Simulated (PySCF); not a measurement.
**Radial density of Ru²⁺ (ruthenium, charge +2)**

TPSSh, [Kr] 4d5 5s1, high-spin 7S determinant (an excited configuration). All numbers are calculated (PySCF 2.14, scalar relativity through the core potential, in def2-TZVPPD with the def2 core potential (28 electrons)). This is the valence pseudo-density: the core potential removes the inner electrons and smooths the orbitals near the nucleus.

```csv
r (bohr),4πr²ρ (e/bohr),4πr²(ρα − ρβ)
0.0400,1.274e-05,0.0000
0.0673,5.459e-05,0.0000
0.113,0.0003412,0.0001
0.190,0.003812,0.0010
0.320,0.09465,0.0263
0.539,2.658,0.5418
0.906,13.20,3.2739
1.52,6.680,3.3750
2.56,1.129,1.0490
4.31,0.1031,0.1030
7.25,2.505e-05,0.0000
```

Energies and moments cover only the electrons outside the core potential.
